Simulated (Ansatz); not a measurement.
A structure relaxed at PBE0-D4/def2-TZVP, charge 0, multiplicity 1:

```xyz
15

C    -0.434    0.517    1.842
N    -0.362    0.110    0.456
C    -1.598    0.397   -0.244
As    1.105    0.890   -0.456
Si    1.532   -1.095   -1.683
H    -1.280    0.010    2.319
H    -0.578    1.603    1.981
H     0.474    0.222    2.371
H    -1.531    0.072   -1.285
H    -2.413   -0.163    0.225
H    -1.875    1.465   -0.236
H     2.134    0.492    0.598
H     0.368   -1.337   -2.575
H     2.745   -0.921   -2.529
H     1.713   -2.263   -0.784
```

(1) Give its formula and SMILES.

(2) Point group (tolerance 0.08 Å, 0.16 Å for H)?

(3) Summarise the bond lengths by kind.

Results:

(1) C2H10AsNSi, `CN(C)[AsH][SiH3]`.

(2) C1.

(3) 2 × C–N 1.447 to 1.449 Å; 6 × C–H 1.092 to 1.104 Å; 1 × As–N 1.895 Å; 1 × As–Si 2.373 Å; 1 × As–H 1.526 Å; 3 × H–Si 1.484 to 1.489 Å.

Results of the Gaussian-basis code of Ansatz.
